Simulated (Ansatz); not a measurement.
Computed with Ansatz on PBE0-D4/def2-TZVP structures; ΔE is electronic, products minus reactants. CCSD(T)/CBS is the MP2 limit (def2-TZVPP, def2-QZVPP) plus CCSD(T) − MP2 in def2-TZVPP, frozen cores. This one scheme is used for every species. DFT in def2-TZVPP. def2 core potentials past Kr. For I outer-core shells are correlated without core-valence functions, which leaves a few kJ/mol of doubt a bond.

`ClCCl` + HI → `ClCI` + HCl  (substitution at a C–Cl bond)

`ClCCl`:

Cartesian coordinates in Å:
```
Cl -1.005 1.353 0.062
C 0.143 0.017 0.017
Cl -0.631 -1.543 -0.252
H 0.837 0.195 -0.800
H 0.657 -0.021 0.972
```

HI:

Cartesian coordinates in Å:
```
I -0.776 0.095 -0.190
H 0.776 -0.095 0.190
```

`ClCI`:

Cartesian coordinates in Å:
```
Cl 1.039 0.618 -1.235
C -0.163 0.072 -0.081
I 0.647 -1.046 1.548
H -0.867 -0.581 -0.585
H -0.656 0.936 0.352
```

HCl:

```xyz
2

Cl    0.237   -0.344    0.484
H    -0.237    0.344   -0.484
```

(1) Is it downhill or uphill in electronic energy at CCSD(T)/CBS, and by how much? (Estimate.)

(2) What do these levels give: revPBE-D4, BLYP-D4, r2SCAN-D4, r2SCANh-D4, CAM-B3LYP-D4, PBE-QIDH, PBE, revPBE, RPA@PBE/def2-TZVPP, HF/def2-QZVPP, HF/CBS(def2), MP2/CBS(def2)? (An estimate is asked.)

Largest T1 diagnostic among the species: 0.009.

Results:

(1) Ansatz gave: Downhill: ΔE = -0.20 eV.

(2) The calculation gave: revPBE-D4 -0.14, BLYP-D4 -0.16, r2SCAN-D4 -0.13, r2SCANh-D4 -0.12, CAM-B3LYP-D4 -0.10, PBE-QIDH -0.14, PBE -0.12, revPBE -0.13, RPA@PBE/def2-TZVPP -0.15, HF/def2-QZVPP -0.06, HF/CBS(def2) -0.06, MP2/CBS(def2) -0.25 eV.

The D4 term adds −0.03 eV with B3LYP and −0.02 eV with PBE0; it sums over pairs of atoms, weighted by their polarisabilities, and B3LYP, whose exchange is more repulsive, gets the larger term. In def2-TZVPP, CCSD(T) changes the Hartree–Fock value by −0.11 eV (the triples alone add −0.02 eV) and MP2 by −0.16 eV.

B3LYP here is the variant with VWN-RPA as its local correlation; programs differ in this.
